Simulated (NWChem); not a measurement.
System: C$_{3}$H$_{6}$OSi; SMILES O=C1C[SiH2]C1

The following NWChem deck was run.

```
start job
memory heap 200 mb stack 900 mb global 1100 mb
geometry units angstroms noautoz
  O      0.506958    -2.095407     0.000000
  C      0.033465    -0.983544     0.000000
  C     -0.211942    -0.056120    -1.207838
  Si     0.138904     1.389750     0.000000
  C     -0.211942    -0.056120     1.207838
  H      0.384714    -0.292774    -2.090911
  H     -1.275712    -0.059390    -1.483366
  H     -0.808517     2.533986     0.000000
  H      1.541610     1.874924     0.000000
  H     -1.275712    -0.059390     1.483366
  H      0.384714    -0.292774     2.090911
end
basis spherical
  * library def2-svp
end
dft
  xc xctpssh
  iterations 150
  mulliken
end
task dft energy
```

Coordinates come from a B3LYP/6-31G* (spherical d) optimisation.

What results follow from this input? (TPSSh/def2-SVP.) Quantities: energy (Ha); highest occupied level (eV); orbital gap (eV); dipole (D).

The energy (Ha) is -482.42. The highest occupied level (eV) is -6.21 and the orbital gap (eV) comes out as 5.05. The dipole (D) comes out as 2.71.
